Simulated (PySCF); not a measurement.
## Ionisation energy of Sn by level of theory

Sn [Kr] 4d10 5s2 5p2 (3P) → Sn⁺ [Kr] 4d10 5s2 5p1 (2P), as a difference of total energies. Calculation: PySCF 2.14, in def2-SVP with the def2 core potential (28 electrons) (4s4p2d, 26 functions); scalar relativity through the core potential. Correlated levels: valence: 4s2 4p6 4d10 frozen. The calculations carry no spin-orbit coupling.

```csv
method,ionisation energy (eV)
UHF,6.853
TPSS,7.249
PBE0,7.311
MP2 (valence),7.058
SCS-MP2 (valence),7.005
CCSD (valence),7.079
CCSD(T) (valence),7.085
```

Q: How much does correlation contribute at CCSD(T) (valence)?

A: 7.085 − (6.853) = 0.232 eV, measured against UHF.

Errors of the correlated levels include the incompleteness of this basis and the frozen core.

For comparison: 7.389 eV (measured; NIST levels, between the centres of gravity of the two terms).
